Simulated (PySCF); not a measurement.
BH5N, SMILES [NH3+]B, charge +1. Geometry: ωB97X-D3(BJ)/def2-TZVP. The isomer is the one that the SMILES or the coordinates give; other isomers of the formula were not compared.

PySCF with TDDFT-PBE/def2-TZVPD puts the lowest singlet excitations at 5.89, 7.68, 8.37, 10.06, 10.12, 10.26 eV.

What are the lowest excitation roots from PySCF with ADC(2)/aug-cc-pVDZ? (Estimate from the structure and the level; the computed values follow.)

6.61, 8.67, 10.53, 12.01, 12.50, 12.58 eV. S1 differs by 0.71 eV (second minus first; roots are paired by order, and the bases may differ).
